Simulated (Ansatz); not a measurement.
```yaml
crystal:
  periodic: [false, false, false]
  atoms:
    - {symbol: N, position_ang: [-0.773065, 0.467785, -0.436127]}
    - {symbol: P, position_ang: [0.065491, 0.066853, 0.951292]}
    - {symbol: O, position_ang: [0.303151, -1.458773, 0.658097]}
    - {symbol: Zn, position_ang: [-0.142053, -1.199980, -1.263461]}
    - {symbol: H, position_ang: [-0.818869, 1.432197, -0.743584]}
    - {symbol: H, position_ang: [1.365345, 0.691917, 0.833783]}
basis:
  gaussian: {orbitals: pcseg-2, fitting: {mean_field: def2-universal-jkfit}}
total_charge: 1
magnetization: {spin_polarized: false, initial_magnetization: 1}
hamiltonian: {xc: {name: CAM-B3LYP}, dispersion: d3bjatm}
accuracy: high
output: {forces: true}
```

```sh
$ ansatz run in.yaml --threads 2 --pin off --events-out ev --progress --plain --max-ram 4352MiB
```

Shortened log:

```
Functional definition: CAM-B3LYP
582 factors; integrals over basis functions are off by at most 1.3e0 eV
582 factors; integrals over basis functions are off by at most 2.5e-6 eV
mean field evaluation 1: about -61251.9096 eV, gradient 1.2e2 eV
mean field evaluation 2: about -61251.9101 eV, gradient 1.2e2 eV
mean field evaluation 4: about -61270.5644 eV, gradient 4.5e1 eV
mean field evaluation 8: about -61274.8464 eV, gradient 1.2e0 eV
mean field evaluation 16: about -61274.8493 eV, gradient 2.1e-3 eV
mean field -61274.84926458 eV, -2251.8091768886 hartree, gradient 4.2e-8 eV, S^2 0.750000; 0 other end points of the search recorded, 0 dependent functions left out
reference -61274.84928245 eV, -2251.8091775455 hartree; 31, 30 occupied and 147, 148 virtual orbitals, 582 factors
Total energy: -61274.96964841 eV, -2251.8136009131 hartree
Atom 0 at    -0.773065     0.467785    -0.436127 Å, force     1.116439    -0.193606     0.573559 eV/Å
Atom 1 at     0.065491     0.066853     0.951292 Å, force     0.065856    -1.043768    -2.043073 eV/Å
Atom 2 at     0.303151    -1.458773     0.658097 Å, force    -0.005308     0.867125    -0.088249 eV/Å
Atom 3 at    -0.142053    -1.199980    -1.263461 Å, force    -0.513357     0.256178     0.985976 eV/Å
Atom 4 at    -0.818869     1.432197    -0.743584 Å, force    -0.284587    -0.007797    -0.036515 eV/Å
Atom 5 at     1.365345     0.691917     0.833783 Å, force    -0.379043     0.121868     0.608301 eV/Å
Dipole moment:     0.177870     0.299022    -0.634298 e Å
```

Hardware: 2 threads of an Arm Neoverse V2 on a shared host. Wall time 15 s, peak host memory 0.96 GiB.
